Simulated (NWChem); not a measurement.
Molecule: C4H6O; SMILES C=CCC=O

```xyz
11

C     -0.3106     2.2674     0.1106
C      0.1100     1.1446    -0.4740
C      0.6636    -0.0530     0.2584
C     -0.3223    -1.2147     0.2262
O     -0.0912    -2.3005    -0.2537
H     -0.2533     2.4097     1.1880
H     -0.7189     3.0920    -0.4672
H      0.0360     1.0430    -1.5567
H      0.8395     0.2071     1.3120
H      1.6057    -0.3997    -0.1809
H     -1.3122    -0.9847     0.6809
```
Atoms are numbered in this order, from 1.

All runs use the structure optimised with B3LYP/6-31G* (spherical d).

Q: Give the principal values of the shielding tensors (ppm) of C1, C2, C3, C4, O5 from PBE0/pcSseg-1, GIAO (NWChem), with their diamagnetic and paramagnetic parts as GIAO splits them.

A: 
```csv
atom,σ11,σ22,σ33,isotropic,diamagnetic,paramagnetic
C1,-60.5,69.3,154.1,54.3,255.9,-201.6
C2,-76.1,56.8,159.4,46.7,256.3,-209.5
C3,102.0,130.4,154.8,129.1,249.5,-120.4
C4,-114.9,-32.6,85.1,-20.8,250.5,-271.3
O5,-1049.2,-476.8,326.2,-400.0,402.5,-802.4
```
